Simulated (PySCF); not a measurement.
C5H4O2, SMILES C=C=C1OCC1=O. Heavy atoms are numbered as in [CH2:1]=[C:2]=[C:3]1[O:4][CH2:5][C:6]1=[O:7]. Hydrogens are named by the atom that carries them.

The structure is a stationary point at PBE0-D3(BJ)/def2-SVP. This is a generated structure with no PubChem entry under its InChIKey; it may be hypothetical.

Calculation: PBE0/pcSseg-1 run with PySCF.

GIAO shieldings, no solvent; atoms alike by connectivity are averaged. δ = σ(ref) − σ: ¹³C against TMS (σ = 186.3 ppm); ¹⁷O against H2O (σ = 334.2 ppm); ¹H against TMS (σ = 31.56 ppm), references at their B3LYP-D3(BJ)/def2-TZVP geometries, non-relativistic.

```csv
nucleus,atoms,count,δ (ppm)
¹³C,C2,1,209.4
¹³C,C6,1,194.3
¹³C,C3,1,149.6
¹³C,C1 (CH2),1,100.8
¹³C,C5 (CH2),1,92.1
¹⁷O,O7,1,618.2
¹⁷O,O4,1,82.0
¹H,H on C1,2,6.39
¹H,H on C5,2,5.26
```
